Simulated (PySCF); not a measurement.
## Working out the ionisation energy of Si⁺

Si⁺ [Ne] 3s2 3p1 (2P) → Si²⁺ [Ne] 3s2 (1S). Computed with PySCF 2.14 in pcseg-2, with no relativity, point nucleus. Frozen: [Ne]. Energies in hartree (1 hartree = 27.21139 eV):

```tsv
part	Si⁺ (lower)	Si²⁺ (upper)
UHF	-288.567547	-287.986907
CCSD correlation	-0.055554	-0.044242
(T)	-0.000897	0.000000
```

What does Hartree-Fock give?

(-287.986907) − (-288.567547) = 0.580640 hartree = 15.800 eV.

What do CCSD and CCSD(T) give?

The CCSD correlation energies differ by 0.011312 hartree = 0.308 eV and the triples by 0.000897 hartree = 0.024 eV, so CCSD gives 16.108 eV and CCSD(T) 16.132 eV.

Measured between the centres of the two terms (NIST): 16.322 eV, so CCSD(T) (valence) is off by -0.190 eV.

What remains against the reference includes basis incompleteness, the frozen core and higher excitations.
